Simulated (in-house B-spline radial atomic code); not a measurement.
Configurations of S, with energies counted from [Ne] 3s2 3p4. Method: scalar-relativistic (X2C) HSE06, spin-polarised, spherical fractional occupations, exact exchange averaged over the configuration, Fermi nucleus of rms radius 3.2611 fm. Calculated with a radial B-spline atomic code at the basis-set limit. Shells without spins written out take the highest spin.

Occupations are held fixed; configurations that lie above the ionisation limit could autoionise.

| configuration | E - E(ref) (eV) | highest orbital | its <r> (bohr) |
| --- | --- | --- | --- |
| [Ne] 3s2 3p3 4s1 | 6.3404 | 4s up | 5.644 |
| [Ne] 3s2 3p3 4f1 | 9.2678 | 4f up | 16.81 |
| [Ne] 3s1 3p4 3d1 | 18.739 | 3d up | 6.195 |
| [Ne] 3s1 3p4 4d1 | 19.598 | 4d up | 12.98 |

**Question.** Order these further configurations by energy, lowest first.
A. [Ne] 3s1 3p4 4p1
B. [Ne] 3s2 3p3 4d1
C. [Ne] 3s2 3p3 3d1
D. [Ne] 3s1 3p4 4f1

**Answer.** C (8.075 eV), B (8.8587 eV), A (18.344 eV), D (20.034 eV).
